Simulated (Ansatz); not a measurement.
Computed with Ansatz on PBE0-D4/def2-TZVP structures; ΔE is electronic, products minus reactants. CCSD(T)/CBS is the MP2 limit (def2-TZVPP, def2-QZVPP) plus CCSD(T) − MP2 in def2-TZVPP, frozen cores. Functionals use def2-TZVPP. def2 core potentials past Kr. For Sn, Zr outer-core shells are correlated without core-valence functions, which leaves a few kJ/mol of doubt a bond. Each species was taken in one conformer, which may not be the lowest.

Reaction (redistribution): `[SH][Zr]([Cl])([Cl])[Cl]` + `[F][Sn][Cl]` → `[F][Zr]([Cl])([Cl])[Cl]` + `[SH][Sn][Cl]`

`[SH][Zr]([Cl])([Cl])[Cl]`:

```xyz
6

S     1.507   -0.064   -1.278
Zr   -0.451   -0.187    0.123
Cl   -1.810   -1.807   -0.822
Cl    0.204   -0.734    2.284
Cl   -1.473    1.900    0.171
H     2.022    0.892   -0.477
```

`[F][Sn][Cl]`:

```xyz
3

F    -1.035   -1.007   -0.666
Sn    0.662   -0.077   -0.684
Cl    0.373    1.084    1.350
```

`[F][Zr]([Cl])([Cl])[Cl]`:

Cartesian coordinates in Å:
```
F 0.415 -1.255 1.445
Zr 0.017 -0.052 0.060
Cl -0.458 -1.248 -1.874
Cl -1.825 1.226 0.667
Cl 1.850 1.329 -0.299
```

`[SH][Sn][Cl]`:

Cartesian coordinates in Å:
```
S 1.378 0.597 0.447
Sn -0.952 0.361 1.085
Cl -1.634 -0.875 -0.831
H 1.209 -0.083 -0.701
```

```json
{"level": "PBE-D4", "ΔE (eV)": "-0.84"}
{"level": "ωB97M-V", "ΔE (eV)": "-0.84"}
```

What does CCSD(T)/CBS give? (Best estimate.)

The calculation gave: -0.77 eV. The listed levels differ from it by -0.07, -0.07 eV.

Largest T1 diagnostic among the species: 0.016.

At CCSD(T), def2-SVP lies −0.18 eV from the extrapolated value and def2-TZVPP −0.03 eV. In def2-TZVPP, CCSD(T) changes the Hartree–Fock value by +0.10 eV (the triples alone add +0.03 eV) and MP2 by +0.14 eV.
